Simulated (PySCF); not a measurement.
TiH₂ to TiH₄: adding ligands

Level: PBE0 in the def2-TZVP basis family, all electrons, no relativity, computed in PySCF with density fitting; open shells unrestricted.

Each entry is the lowest minimum that a search over a few typed start shapes (and spin states, where more than one is plausible) found, or that minimum re-optimised at the stated level; isomers with ligand–ligand bonds, or fragments after loss of a ligand pair, can lie lower.

```csv
molecule,2S+1,point group,mean bond to Ti (Å),dipole (D),polar-tensor charge of Ti,gap (eV),highest ω (cm⁻¹)
TiH₂,3,C2v,1.757,3.32,0.93,–,1598
TiH₃,?,?,?,?,?,?,?
TiH₄,1,Td,1.693,0.00,1.46,5.97,1810
```

Question: Fill in the row of TiH₃.

Answer: 2S+1: 2; point group: C3v; mean bond to Ti (Å): 1.730; dipole (D): 1.28; polar-tensor charge of Ti: 1.27; highest ω (cm⁻¹): 1700.

The bond shortens at every step; the largest change, -0.037 Å, falls between TiH₃ and TiH₄ among the members listed.

The shape changes along the series: C2v for TiH₂; C3v for TiH₃; Td for TiH₄.

Left out of the table are members whose search was unfinished or whose lowest solution was spin-contaminated, unstable, very soft or bonded differently.

Open d and f shells are single-determinant solutions and may miss the true ground state.
